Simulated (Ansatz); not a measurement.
Ansatz (a program for electronic structure) input (RI-MP2/aug-cc-pVQZ):
A basis named .json is the Basis Set Exchange file of that set.

Ansatz 0.2 input:
```yaml
crystal:
  periodic: [false, false, false]
  atoms:
    - {symbol: C, position_ang: [-0.00000000, -0.00000000, -1.28727137]}
    - {symbol: C, position_ang: [0.00000000, 0.00000000, 0.00000000]}
    - {symbol: C, position_ang: [0.00000000, 0.00000000, 1.28727137]}
basis:
  gaussian:
    orbitals: aug-cc-pVQZ
    fitting: {mean_field: def2-universal-jkfit, correlation: aug-cc-pVQZ-RIFIT.json}
magnetization: {spin_polarized: false}
correlation: {method: mp2, electrons: outside_noble_gas}
```

Output:

```
Functional definition: HF
integrals: 0.16 GiB planned
225 factors; integrals over basis functions are off by at most 7.0e-1 eV
mean field: 0.43 GiB planned
mean field evaluation 1: about -3084.1092 eV, gradient 2.3e1 eV
mean field evaluation 2: about -3085.3679 eV, gradient 9.9e0 eV
mean field evaluation 4: about -3085.6655 eV, gradient 4.2e-1 eV
mean field evaluation 8: about -3085.6664 eV, gradient 8.6e-7 eV
mean field -3085.66642358 eV, -113.3961495269 hartree, gradient 8.6e-7 eV, S^2 0.000000; 0 other end points of the search recorded, 0 dependent functions left out; unrestricted orbitals would lower it
3 core orbitals not correlated
504 factors; their error is unknown
reference -3085.66642358 eV, -113.3961495269 hartree; 6, 6 occupied and 231, 231 virtual orbitals, 504 factors
second order -11.60289931 eV of doubles, -0.00000000 eV of singles
Total energy: -3097.26932290 eV, -113.8225482119 hartree
```
